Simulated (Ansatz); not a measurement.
Basis-set extrapolation for FH5O3Si2, SMILES `O[SiH](O)O[SiH2]F` (PBE0-D4/def2-TZVP geometry, frozen core, the Gaussian-basis code of Ansatz). Multiplicity 1, RHF reference.

```json
{"": "HF", "def2-TZVPP": "-905.278804", "def2-QZVPP": "-905.314773"}
{"": "MP2 correlation", "def2-TZVPP": "-1.196599", "def2-QZVPP": "-1.299540"}
{"": "CCSD(T) correlation", "def2-TZVPP": "-1.263255", "def2-QZVPP": "not run"}
```

Energies in hartree. Use E(X) = E(∞) + A·exp(−7.88·√X) for Hartree–Fock and E(X) = E(∞) + B·X^(−2.97) for correlation, with X = 3 and 4, and add CCSD(T) minus MP2 of the smaller set to the MP2 limit.

Problem. What is the CCSD(T) energy at the basis-set limit?

Solution. HF limit: -905.314773 + (-0.035969) × 0.13774 = -905.31973. MP2 limit: -1.299540 + (-0.102941) × 0.74074 = -1.37579. Higher-order term: -1.263255 − (-1.196599) = -0.06666. Total: -906.76218 hartree, 5.99 eV below CCSD(T)/def2-TZVPP.
